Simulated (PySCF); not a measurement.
# Os³⁺ (osmium, charge +3) across methods

[Xe] 4f14 5d5, high-spin 6S determinant. Calculation: PySCF 2.14, in aug-cc-pVTZ-PP with ECP60MDF; a scalar-relativistic core potential. The B2PLYP total includes its PT2 part (frozen core); its orbital energies are those of the SCF part.

```csv
method,E (hartree),mean ε 5p α (eV),mean ε 5p β (eV),mean ε 5d α (eV),Σ⟨r²⟩ (bohr²),⟨S²⟩
r2SCAN,-88.9154,-84.341,-79.434,-36.919,26.32,8.751
B2PLYP,-88.6783,-90.322,-83.412,-39.799,26.39,8.751
PBEsol,-88.7400,-82.349,-78.692,-36.445,26.59,8.751
LDA,-88.6420,-82.405,-78.819,-36.509,26.72,8.750
B97-3,-88.8750,-86.543,-81.521,-38.121,26.35,8.750
PBE0,-88.8631,-86.363,-81.184,-38.275,26.42,8.751
UHF,-88.32828,-97.065,-86.843,-42.845,26.31,8.752
CAM-B3LYP,-88.8063,-87.659,-82.743,-39.515,26.49,8.750
PBE,-88.8781,-82.503,-78.819,-36.492,26.53,8.751
```

Energies and moments cover only the electrons outside the core potential. Spin-orbit coupling, which splits the p, d and f shells strongly at this Z, is absent.
